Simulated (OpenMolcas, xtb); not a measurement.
CHClFGeN (SMILES N#[C][GeH]([F])[Cl]): methods side by side

CHClFGeN has 6 atoms, charge 0, and is taken as a singlet. SMILES: `N#[C][GeH]([F])[Cl]`. The coordinates come from a PBE0-D4/def2-TZVP relaxation.

Quantity: the dipole moment, in D. The values are calculated.

```json
{"level": "GFN2-xTB", "kind": "semi-empirical", "program": "xtb", "value (D)": "2.77"}
{"level": "HF/cc-pVDZ", "kind": "Hartree–Fock", "program": "OpenMolcas", "value (D)": "3.09"}
{"level": "SVWN5/cc-pVDZ", "kind": "LDA", "program": "OpenMolcas", "value (D)": "2.74"}
{"level": "PBE/cc-pVDZ", "kind": "GGA", "program": "OpenMolcas", "value (D)": "2.66"}
{"level": "M06-L/cc-pVDZ", "kind": "meta-GGA", "program": "OpenMolcas", "value (D)": "2.84"}
{"level": "PBE0/cc-pVDZ", "kind": "global hybrid", "program": "OpenMolcas", "value (D)": "2.81"}
```

All-electron rows without a relativistic Hamiltonian named are non-relativistic. The values span 2.66 to 3.09 D. Magnitudes only.
